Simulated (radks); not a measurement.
Values are calculated unless marked as measured or tabulated.
Task: These are the eigenvalues of the occupied orbitals of an atom or ion with whole-number occupations (eV). Level of theory: scalar-relativistic Kohn-Sham, PBE, spin-unpolarised, spherical densities, finite nucleus; Fermi nuclear charge, rms radius of each element as measured or else 0.836 A^(1/3) + 0.57 fm (a radial shooting solver on a logarithmic mesh with Libxc functionals).

1s: -59291.57
2s: -10016.34
2p: -8846.853
3s: -2261.967
3p: -1907.697
3d: -1470.083
4s: -457.4373
4p: -341.1310
4d: -186.5435
5p: -39.2443
4f: -17.6006
6s: -7.6170
6p: -3.1005

Which element is it, and in what charge state? The configuration may be excited.

Result: Z = 69, thulium, charge 0: Tm in [Kr] 4d10 4f13 5p6 6s2 6p2. The list shows which subshells hold electrons but not how many an open one holds; the 1s level, -2178.9 hartree, gives Z - s = 66.0 by -(Z - s)^2/2, which with screening and relativity narrows Z to a few neighbours, and the depths of the outer levels then fix element, charge and occupations together.
